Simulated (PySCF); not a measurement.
Species: C5H8Cl2Si.
Numbering: `[CH3:1][C@@H:2]1[SiH2:3][C@@H:4]([Cl:5])[CH:6]=[C:7]1[Cl:8]`

Geometry (GFN2-xTB, Å), atoms numbered from 1 in this order:
```xyz
16
C5H8Cl2Si angstrom
C      2.090    0.237   -0.155
C      0.723    0.220    0.531
Si    -0.230   -1.436    0.366
C     -1.807   -0.581   -0.321
Cl    -3.134   -0.669    0.907
C     -1.423    0.843   -0.504
C     -0.222    1.214   -0.078
Cl     0.318    2.850   -0.205
H      1.993   -0.007   -1.210
H      2.548    1.221   -0.072
H      2.749   -0.492    0.309
H      0.876    0.498    1.579
H     -0.474   -2.109    1.636
H      0.366   -2.312   -0.643
H     -2.245   -1.002   -1.225
H     -2.136    1.534   -0.927
```

Probes without a nucleus sit at each ring's centroid and 1 Å off its mean plane on both sides; NICS is minus the shielding there, NICSzz its component along the normal. Level: GIAO PBE0/pcSseg-1 (PySCF, non-relativistic, gas phase) on the GFN2-xTB geometry, one conformer.

Ring bond lengths (Å), with Mayer bond orders in brackets: C2–Si3 1.918 (0.84), Si3–C4 1.920 (0.80), C4–C6 1.487 (1.01), C6–C7 1.327 (1.77), C7–C2 1.500 (0.99).

Task: What do the NICS probes read (ppm)?

Result: 
| ring | type | NICS(0) | NICS(1), two faces | NICS(1)zz, two faces | rms pucker (Å) | centre to ring atoms, mean (Å) |
| --- | --- | --- | --- | --- | --- | --- |
| C2–Si3–C4–C6–C7 | 5-membered ring with Si; formal bonds 1 double, 4 single | -2.9 | -3.9 / -2.2 | -1.5 / 1.0 | 0.04 | 1.38 |

Task: What can be read from them?

Result: 
- C2–Si3–C4–C6–C7: mean NICS(1)zz -0.2 ppm, near zero. C2, Si3, C4 have four or more neighbours; no verdict on aromaticity is drawn.

Task: At the first NICS(1) probe listed for ring C2–Si3–C4–C6–C7, 1 Å off the ring, what do the in-plane components average?

Result: The isotropic value is a third of the trace: (3 × -3.9 − (-1.5))/2 = -5.1 ppm.

Task: What are the shieldings of the ring atoms and their hydrogens in the same run (means over atoms taken as equivalent)?

Result: 
```json
{"atoms": "C2", "environment": "sp3 carbon bound to silicon", "σ isotropic (ppm)": "157.2", "principal values of the symmetric part, first atom (ppm)": "140.7, 148.0, 182.7"}
{"atoms": "Si3", "environment": "SiH2 silicon", "σ isotropic (ppm)": "359.1", "principal values of the symmetric part, first atom (ppm)": "317.6, 349.8, 409.8"}
{"atoms": "C4", "environment": "sp3 C–Cl carbon", "σ isotropic (ppm)": "139.5", "principal values of the symmetric part, first atom (ppm)": "113.9, 140.2, 164.2"}
{"atoms": "C6", "environment": "alkene CH carbon", "σ isotropic (ppm)": "49.4", "principal values of the symmetric part, first atom (ppm)": "-49.0, 72.9, 124.4"}
{"atoms": "C7", "environment": "vinylic C–Cl carbon", "σ isotropic (ppm)": "27.5", "principal values of the symmetric part, first atom (ppm)": "-67.8, 62.4, 87.9"}
{"atoms": "H12", "environment": "methine hydrogen", "σ isotropic (ppm)": "29.46", "principal values of the symmetric part, first atom (ppm)": "26.3, 27.5, 34.5"}
{"atoms": "H13", "environment": "Si–H hydrogen", "σ isotropic (ppm)": "27.12", "principal values of the symmetric part, first atom (ppm)": "23.4, 25.9, 32.1"}
{"atoms": "H14", "environment": "Si–H hydrogen", "σ isotropic (ppm)": "27.30", "principal values of the symmetric part, first atom (ppm)": "23.8, 25.7, 32.4"}
{"atoms": "H15", "environment": "methine hydrogen", "σ isotropic (ppm)": "27.50", "principal values of the symmetric part, first atom (ppm)": "21.9, 27.2, 33.4"}
{"atoms": "H16", "environment": "vinylic hydrogen", "σ isotropic (ppm)": "25.60", "principal values of the symmetric part, first atom (ppm)": "22.1, 25.4, 29.3"}
```

Hardware: an Intel Xeon at 2.70 GHz with one thread, shared host. Cost: 51 s, 0.88 GiB resident at most. This is the whole shielding run at PBE0/pcSseg-1, SCF included.
